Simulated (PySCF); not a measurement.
C5H9NO, charge -1, doublet, at a GFN2-xTB geometry (a state made from the parent by changing its charge; the spin is typed, not shown lowest) (in this run its highest filled SCF level lies above zero, so its values depend strongly on the basis, on diffuse functions most of all); R2SCAN/6-31G (PySCF).

PySCF was given this input:
```python
from pyscf import gto, scf, dft

mol = gto.Mole()
mol.atom = '''
    C     2.01899196   -0.19153583   -0.05444017
    N     0.74008315    0.43156942    0.14577118
    C     0.15099314    1.01393866   -1.03102301
    C    -1.35148295    1.02163977   -0.75716708
    C    -1.55738155   -0.30216647   -0.03518349
    C    -0.28542871   -0.44211900    0.81202335
    O     0.08297955   -1.56352252    1.34588012
    H     2.83187306    0.54771606   -0.00442029
    H     2.09990754   -0.72317226   -1.02402647
    H     2.12966212   -0.92321581    0.74824741
    H     0.35833796    0.41216057   -1.94533011
    H     0.54919047    2.02794250   -1.21597205
    H    -1.59567252    1.85242952   -0.09089989
    H    -1.93789699    1.12405680   -1.67708930
    H    -2.45899469   -0.30452787    0.58826347
    H    -1.67497655   -1.12473787   -0.77146962
'''
mol.basis = '6-31g'
mol.charge = -1
mol.spin = 1
mol.verbose = 4
mol.build()

mf = dft.UKS(mol)
mf.xc = 'r2scan'
mf.grids.radi_method = dft.radi.delley
mf.kernel()
mf.analyze()
```

Write the output that PySCF gives for this input, abridged.


```
PySCF version 2.14.0

[INPUT] verbose = 4
[INPUT] num. atoms = 16
[INPUT] num. electrons = 55
[INPUT] charge = -1
[INPUT] spin (= nelec alpha-beta = 2S) = 1
[INPUT] symmetry False subgroup None
[INPUT] Mole.unit = angstrom
[INPUT] Symbol           X                Y                Z      unit          X                Y                Z       unit  Magmom
[...]
nuclear repulsion = 313.959445883856
number of shells = 53
number of NR pGTOs = 190
number of NR cGTOs = 81
basis = 6-31g
ecp = {}

******** <class 'pyscf.dft.uks.UKS'> ********
method = UKS
initial guess = minao
damping factor = 0
level_shift factor = 0
DIIS = <class 'pyscf.scf.diis.CDIIS'>
diis_start_cycle = 1
diis_space = 8
diis_damp = 0
SCF conv_tol = 1e-09
SCF conv_tol_grad = None
SCF max_cycles = 50
direct_scf = True
direct_scf_tol = 1e-13
number electrons alpha = 28  beta = 27
XC library pyscf.dft.libxc version 7.1.2
    S. Lehtola, C. Steigemann, M. J. T. Oliveira, and M. A. L. Marques,  SoftwareX 7, 1–5 (2018)
XC functionals = r2scan
    J. W. Furness, A. D. Kaplan, J. Ning, J. P. Perdew, and J. Sun,  J. Phys. Chem. Lett. 11, 8208–8215 (2020)
    J. W. Furness, A. D. Kaplan, J. Ning, J. P. Perdew, and J. Sun,  J. Phys. Chem. Lett. 11, 9248–9248 (2020)
    J. W. Furness, A. D. Kaplan, J. Ning, J. P. Perdew, and J. Sun,  J. Phys. Chem. Lett. 11, 8208–8215 (2020)
    J. W. Furness, A. D. Kaplan, J. Ning, J. P. Perdew, and J. Sun,  J. Phys. Chem. Lett. 11, 9248–9248 (2020)
radial grids: B. Delley radial grids. Ref. JCP 104, 9848 (1996); DOI:10.1063/1.471749. log2 algorithm
becke partition: Becke, JCP 88, 2547 (1988); DOI:10.1063/1.454033
pruning grids: <function nwchem_prune>
grids dens level: 3
symmetrized grids: False
atomic radii adjust function: <function treutler_atomic_radii_adjust>
small_rho_cutoff = 0
Set gradient conv threshold to 3.16228e-05
tot grids = 200712
init E= -326.19654450348

cycle= 1 E= -325.345109526069  delta_E= 0.851  |g|= 0.685  |ddm|=  2.8
cycle= 2 E= -322.193696609521  delta_E= 3.15  |g|= 2.07  |ddm|= 11.9
cycle= 3 E= -325.481655509029  delta_E= -3.29  |g|= 0.394  |ddm|= 11.8
cycle= 4 E= -325.561125266989  delta_E= -0.0795  |g|= 0.163  |ddm|= 0.967
cycle= 5 E= -325.572546114607  delta_E= -0.0114  |g|= 0.0801  |ddm|= 0.424
cycle= 6 E= -325.575387940824  delta_E= -0.00284  |g|= 0.0227  |ddm|= 0.168
cycle= 7 E= -325.575648449554  delta_E= -0.000261  |g|= 0.00327  |ddm|= 0.0507
cycle= 8 E= -325.575654743513  delta_E= -6.29e-06  |g|= 0.00226  |ddm|= 0.0135
cycle= 9 E= -325.575657976573  delta_E= -3.23e-06  |g|= 0.000556  |ddm|= 0.00608
cycle= 10 E= -325.575658221246  delta_E= -2.45e-07  |g|= 0.000158  |ddm|= 0.00166
cycle= 11 E= -325.575658235047  delta_E= -1.38e-08  |g|= 9.2e-05  |ddm|= 0.000562
cycle= 12 E= -325.575658239521  delta_E= -4.47e-09  |g|= 3.25e-05  |ddm|= 0.000262
cycle= 13 E= -325.575658240179  delta_E= -6.58e-10  |g|= 9.87e-06  |ddm|= 9.96e-05
Extra cycle  E= -325.575658240146  delta_E= 3.27e-11  |g|= 1.37e-05  |ddm|= 4.13e-05
converged SCF energy = -325.575658240146  <S^2> = 0.75400651  2S+1 = 2.0040025
**** SCF Summaries ****
Total Energy =                        -325.575658240146140
Nuclear Repulsion Energy =             313.959445883855665
One-electron Energy =                -1074.371852354764997
Two-electron Energy =                  434.836748230763192
Two-electron Coulomb Energy =          480.947953364825480
DFT Exchange-Correlation Energy =      -46.111205134062274
**** MO energy ****
                             alpha | beta                alpha | beta
[...]
To work with the spin densities directly, `use mulliken_meta_spin()` only printing them here.

 ** Mulliken spin pop alpha/beta on meta-lowdin orthogonal AOs **
 ** Mulliken Spin Density (per AO)  **
spin_pop of  0 C 1s       -0.00000
spin_pop of  0 C 2s        0.00388
spin_pop of  0 C 3s        0.00011
spin_pop of  0 C 2px       0.00927
spin_pop of  0 C 2py       0.00105
spin_pop of  0 C 2pz      -0.00023
spin_pop of  0 C 3px       0.00076
spin_pop of  0 C 3py      -0.00012
spin_pop of  0 C 3pz       0.00087
spin_pop of  1 N 1s       -0.00000
spin_pop of  1 N 2s        0.01970
spin_pop of  1 N 3s        0.00077
spin_pop of  1 N 2px      -0.00460
spin_pop of  1 N 2py       0.00579
spin_pop of  1 N 2pz       0.02138
spin_pop of  1 N 3px       0.00019
spin_pop of  1 N 3py      -0.00036
spin_pop of  1 N 3pz      -0.00003
spin_pop of  2 C 1s        0.00000
spin_pop of  2 C 2s        0.00180
spin_pop of  2 C 3s        0.00000
spin_pop of  2 C 2px       0.00127
spin_pop of  2 C 2py      -0.00018
spin_pop of  2 C 2pz      -0.00134
spin_pop of  2 C 3px       0.00038
spin_pop of  2 C 3py      -0.00004
spin_pop of  2 C 3pz       0.00005
spin_pop of  3 C 1s       -0.00000
spin_pop of  3 C 2s        0.00002
spin_pop of  3 C 3s        0.00000
spin_pop of  3 C 2px       0.00215
spin_pop of  3 C 2py       0.00020
spin_pop of  3 C 2pz       0.00079
spin_pop of  3 C 3px       0.00015
spin_pop of  3 C 3py       0.00043
spin_pop of  3 C 3pz       0.00022
spin_pop of  4 C 1s        0.00000
spin_pop of  4 C 2s        0.00614
spin_pop of  4 C 3s        0.00016
spin_pop of  4 C 2px       0.00392
spin_pop of  4 C 2py      -0.00313
spin_pop of  4 C 2pz      -0.01566
spin_pop of  4 C 3px       0.00074
spin_pop of  4 C 3py       0.00053
spin_pop of  4 C 3pz       0.00087
spin_pop of  5 C 1s       -0.00001
spin_pop of  5 C 2s        0.08635
spin_pop of  5 C 3s        0.00335
spin_pop of  5 C 2px       0.02827
spin_pop of  5 C 2py       0.17801
spin_pop of  5 C 2pz       0.28377
spin_pop of  5 C 3px       0.00092
spin_pop of  5 C 3py       0.00152
spin_pop of  5 C 3pz       0.00034
spin_pop of  6 O 1s       -0.00000
spin_pop of  6 O 2s        0.00516
spin_pop of  6 O 3s        0.00048
spin_pop of  6 O 2px       0.00576
spin_pop of  6 O 2py       0.05626
spin_pop of  6 O 2pz       0.18247
spin_pop of  6 O 3px      -0.00009
spin_pop of  6 O 3py       0.00055
spin_pop of  6 O 3pz       0.00244
spin_pop of  7 H 1s       -0.00210
spin_pop of  7 H 2s       -0.00001
spin_pop of  8 H 1s        0.01592
spin_pop of  8 H 2s        0.00212
spin_pop of  9 H 1s        0.00040
spin_pop of  9 H 2s       -0.00014
spin_pop of  10 H 1s        0.00501
spin_pop of  10 H 2s        0.00067
spin_pop of  11 H 1s       -0.00080
spin_pop of  11 H 2s        0.00034
spin_pop of  12 H 1s       -0.00092
spin_pop of  12 H 2s        0.00014
spin_pop of  13 H 1s       -0.00108
spin_pop of  13 H 2s        0.00021
spin_pop of  14 H 1s        0.00865
spin_pop of  14 H 2s        0.00004
spin_pop of  15 H 1s        0.06932
spin_pop of  15 H 2s        0.00880
 ** Mulliken Spin Density (per atom)  **
spin density of  0 C =      0.01558
spin density of  1 N =      0.04285
spin density of  2 C =      0.00193
spin density of  3 C =      0.00397
spin density of  4 C =     -0.00643
spin density of  5 C =      0.58252
spin density of  6 O =      0.25302
spin density of  7 H =     -0.00212
spin density of  8 H =      0.01804
spin density of  9 H =      0.00026
spin density of  10 H =      0.00568
spin density of  11 H =     -0.00046
spin density of  12 H =     -0.00078
spin density of  13 H =     -0.00087
spin density of  14 H =      0.00869
spin density of  15 H =      0.07812
 ** Mulliken pop alpha/beta on meta-lowdin orthogonal AOs **
 ** Mulliken pop       alpha | beta **
In total            28.00000 | 27.00000
 ** Mulliken atomic charges   ( Nelec_alpha | Nelec_beta ) **
charge of  0C =     -0.25344  (     3.13451      3.11893 )
charge of  1N =     -0.22335  (     3.63310      3.59025 )
charge of  2C =     -0.10762  (     3.05478      3.05284 )
charge of  3C =     -0.20025  (     3.10211      3.09814 )
charge of  4C =     -0.22719  (     3.11038      3.11681 )
charge of  5C =      0.05460  (     3.26396      2.68144 )
charge of  6O =     -0.65596  (     4.45449      4.20147 )
charge of  7H =      0.06721  (     0.46534      0.46745 )
charge of  8H =      0.04214  (     0.48795      0.46991 )
charge of  9H =      0.12627  (     0.43699      0.43673 )
charge of  10H =      0.04166  (     0.48201      0.47633 )
charge of  11H =      0.06413  (     0.46771      0.46816 )
charge of  12H =      0.08668  (     0.45627      0.45705 )
charge of  13H =      0.07186  (     0.46364      0.46451 )
charge of  14H =      0.07799  (     0.46535      0.45666 )
charge of  15H =      0.03527  (     0.52143      0.44331 )

WARN: System has nonzero charge -1; the dipole moment is origin-dependent.
Location of origin: [0. 0. 0.]

Dipole moment(X, Y, Z, Debye): -0.31669,  3.42749, -3.98862
```
